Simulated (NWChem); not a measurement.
Molecule: GeIBr, singlet; SMILES [Br][Ge][I]

Results from NWChem. Medium grid unless said otherwise, to which SCAN and Minnesota functionals are sensitive. Low-valent species are run as closed-shell singlets; no triplet was tried in these runs. Coordinates come from a PBE0/def2-SVP optimisation. def2 effective core potentials on I; no spin-orbit coupling. B3LYP is NWChem's, with the RPA form of VWN correlation. Total energies of different functionals are on different scales.

```
level               energy (Ha)  highest occupied level (eV)  orbital gap (eV)  dipole (D)
------------------  -----------  ---------------------------  ----------------  ----------
B3LYP/def2-SVP       -4948.5394                        -7.17              3.77        1.62
PBE/def2-SVP         -4947.6650                        -6.37              2.49        1.39
PW6B95/def2-SVP      -4950.6873                        -7.45              4.27        1.68
PW91/def2-SVP        -4948.7700                        -6.41              2.48        1.40
MN15/def2-SVP        -4948.2350                        -7.88              5.01        1.50
CAM-B3LYP/def2-SVP   -4948.6127                        -8.55              6.29        1.78
SCAN/def2-SVP        -4948.8663                          [?]               [?]        1.48
BLYP/def2-SVP        -4948.4065                        -6.13              2.43        1.41
PBE0/def2-SVP        -4947.8264                        -7.44              4.16        1.64
```

Some entries are withheld; supply them.


- SCAN/def2-SVP, highest occupied level (eV): -6.69
- SCAN/def2-SVP, orbital gap (eV): 2.70
